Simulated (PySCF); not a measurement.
A species of formula C7H5ClO2 has this rotational fingerprint, computed with PySCF 2.14.0, PBE0-D3(BJ)/def2-SVP geometry optimisation, gas phase:

- Rotational constants: A = 2347, B = 763.8, C = 576.3 MHz
- Dipole components: |μa| = 5.00 D, |μb| = 3.25 D, |μc| = 0.00 D
- Inertial defect: 0.00 u·Å²
- κ: -0.79

**Question.** Which structure is it? (One computed conformer of each.)
A. `[O:1]=[C:2]([OH:3])[c:4]1[cH:5][cH:6][c:7]([Cl:8])[cH:9][cH:10]1` with O1–C2–O3–H 0°, O1–C2–C4–C5 179° (4-chlorobenzoic acid)
B. `[O:1]=[c:2]1[cH:3][cH:4][c:5]([OH:6])[cH:7][cH:8][c:9]1[Cl:10]` with C4–C5–O6–H 180°

**Answer.** B. It is O=c1ccc(O)ccc1Cl, an asymmetric top, point group Cs. The candidates at the same level (rigid rotor, commonest isotopes):

```tsv
SMILES	A (MHz)	B (MHz)	C (MHz)	μa (D)	μb (D)	μc (D)	Δ (u·Å²)	point group	rotor
O=c1ccc(O)ccc1Cl	2347	763.8	576.3	5.00	3.25	0.00	0.00	Cs	asymmetric top
O=C(O)c1ccc(Cl)cc1	3883	555.1	485.7	0.28	1.42	0.00	-0.01	Cs	near-prolate asymmetric top
```

`O=C(O)c1ccc(Cl)cc1` has A 65 % too high. In the right answer the mirror of this Cs structure is the ab plane, so μc vanishes by symmetry. No structure here is proved a minimum.
